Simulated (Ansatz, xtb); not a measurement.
Stretching the Zn1–F2 bond in F2Zn (SMILES [F][Zn][F]) (multiplicity 1 held, fragments rigid). Energies count from the point at 1.741 Å.
Geometry at that point (charge 0, multiplicity 1):
```tsv
atom	x (Å)	y (Å)	z (Å)
Zn	0.0000	0.0000	0.0000
F	0.0000	0.0000	1.7406
F	0.0000	0.0000	-1.7406
```

R- and RO- levels are restricted; in cc, def2 and unpolarised 6-31G sets they are followed outwards from rest. Unrestricted levels (U-) break spin symmetry where that is lower. Left out are points that failed, MP2 points that dive below the minimum, coupled-cluster points behind a jump of the amplitudes or a sharp parting from full CI or MRCI, small-basis points behind a change of solution, and semi-empirical points at long bonds. Levels need not reach the same state.

Correlated levels freeze the cores.

The values were computed with Ansatz (Gaussian basis) for Hartree–Fock, density functionals and correlated methods; xtb for the GFN methods.  The GFN methods have no spin term and hold the electronic entropy of 300 K.

Energies in kcal/mol.

```tsv
R (Å)	GFN2-xTB	R-HF/def2-SVP	U-HF/def2-SVP	R-SCS-MP2/def2-SVP	U-CCSD(T)/def2-SVP
1.392	23.1	76.4	76.4	73.9	74.3
1.566	2.0	13.3	13.3	12.9	13.1
1.741	0.0	0.0	0.0	0.0	0.0
1.915	3.7	7.1	7.1	6.9	6.7
2.089	9.6	22.1	22.1	21.3	21.0
2.350	20.1	48.4	48.4	46.3	45.3
2.611	30.9	73.9	66.3	70.0	69.6
3.046	46.8	110.2	74.3	102.3	97.8
3.481	57.9	137.7	76.4	124.9	108.9
4.003	65.5	160.7	77.1	140.1	111.2
4.699	left out	179.7	77.1	143.0	111.5
5.570	left out	193.4	77.2	129.1	111.6
```

Doubts at one or more of the structures used: a restricted determinant that unrestricted orbitals would lower (R-HF/def2-SVP, R-SCS-MP2/def2-SVP); a spin-contaminated determinant (U-HF/def2-SVP, U-CCSD(T)/def2-SVP); T1 above 0.05 (U-CCSD(T)/def2-SVP).

Ansatz is a quantum-chemistry and plane-wave program.
